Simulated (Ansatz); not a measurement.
CClNSi, SMILES `[C-]#[N+][Si]Cl` (excited triplet) (charge 0, multiplicity 3). This triplet is an excited state, 2.19 eV above the relaxed singlet at the level frozen-core CCSD(T)/cc-pVTZ // PBE0-D3(BJ)/def2-TZVP (Ansatz, a first-principles code).

Cartesian coordinates (Å):
```xyz
4

C     -2.0075    -0.3276    -0.0098
N     -0.8953     0.0690    -0.0010
Si     0.6597     0.7665     0.0134
Cl     2.2432    -0.5080    -0.0025
```
Charge 0, spin multiplicity 3.

Question: Give the natural occupations of the active orbitals, the CASSCF energy and the corrected energy for frozen-core fic-MRCISD+Q@CASSCF(6e,6o)/cc-pVTZ // PBE0-D3(BJ)/def2-TZVP (Ansatz).

Answer: 
The natural occupations is 1.96, 1.95, 1.00, 1.00, 0.05, 0.05 and the CASSCF energy comes out as -840.8415 Ha. The corrected energy is -841.3882 Ha and the weight of the reference comes out as 0.870.
